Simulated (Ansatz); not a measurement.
A nudged elastic band was laid between two geometries of CH5BOSe (9 atoms, charge 0, multiplicity 1).

These are results of RKS BHLYP-D4/def2-mTZVP in Ansatz 0.2.0, not measurements.

```json
{
 "movable images": "5",
 "climbing image": "yes",
 "spring": "5.0 eV/Å²",
 "optimiser": "quadratic models (default)",
 "start path": "IDPP",
 "force threshold": "0.05 eV/Å",
 "iteration limit": "60",
 "end points": "relaxed"
}
```

Image 0:

```xyz
9
Properties=species:S:1:pos:R:3
C 0.348 0.673 -0.938
B -0.138 -0.201 0.267
O 0.687 -1.017 0.959
Se -2.008 -0.114 0.830
H 1.037 1.440 -0.589
H -0.451 1.178 -1.467
H 0.892 0.072 -1.664
H 1.589 -1.022 0.643
H -1.868 -1.057 1.943
```

Image 6:

```xyz
9
Properties=species:S:1:pos:R:3
C 0.384 0.713 -0.894
B -0.128 -0.184 0.284
O -0.030 -1.531 0.274
Se -0.927 0.655 1.859
H 0.102 1.755 -0.809
H 0.016 0.352 -1.852
H 1.470 0.678 -0.943
H 0.368 -1.889 -0.518
H -1.166 -0.596 2.582
```

(1) Which bonds break or form, and what moves?

(2) Give the energies along the band, and the barrier.

(3) What is the geometry of the highest image?

Results:

(1) No bond is made or broken. The dihedral H6–C1–B2–Se4 goes from -8 to -131°. The two ends are copies of one structure, up to a mirror image or an exchange of like atoms.

(2) The forces met the threshold. The highest image is number 3 of 0 to 6, 0.2 kcal/mol above the ends, which have the same energy within 2 meV. The top lies less than 8 meV above the higher end, about what the thresholds resolve: that end is a shoulder or a very shallow well. A vibrational analysis at the climbing image gives one clearly imaginary mode, 61i cm⁻¹: a first-order saddle point.

```json
{"image": "0", "path coordinate (Å)": "0.00", "energy (kcal/mol)": "0.0", "dihedral H6–C1–B2–Se4 (°)": "-8"}
{"image": "1", "path coordinate (Å)": "0.51", "energy (kcal/mol)": "0.0", "dihedral H6–C1–B2–Se4 (°)": "-27"}
{"image": "2", "path coordinate (Å)": "1.02", "energy (kcal/mol)": "0.1", "dihedral H6–C1–B2–Se4 (°)": "-46"}
{"image": "3", "path coordinate (Å)": "1.53", "energy (kcal/mol)": "0.2", "dihedral H6–C1–B2–Se4 (°)": "-66"}
{"image": "4", "path coordinate (Å)": "2.09", "energy (kcal/mol)": "0.1", "dihedral H6–C1–B2–Se4 (°)": "-88"}
{"image": "5", "path coordinate (Å)": "2.64", "energy (kcal/mol)": "0.0", "dihedral H6–C1–B2–Se4 (°)": "-110"}
{"image": "6", "path coordinate (Å)": "3.20", "energy (kcal/mol)": "0.0", "dihedral H6–C1–B2–Se4 (°)": "-131"}
```

(3) 
```xyz
9
Properties=species:S:1:pos:R:3
C 0.382 0.687 -0.917
B -0.112 -0.190 0.282
O 0.333 -1.439 0.531
Se -1.466 0.539 1.498
H 0.711 1.667 -0.588
H -0.422 0.860 -1.627
H 1.203 0.229 -1.461
H 0.991 -1.752 -0.086
H -1.529 -0.649 2.352
```

The run took 83 s on 2 threads of Arm Neoverse V1, on a shared host, peak memory 0.26 GiB.
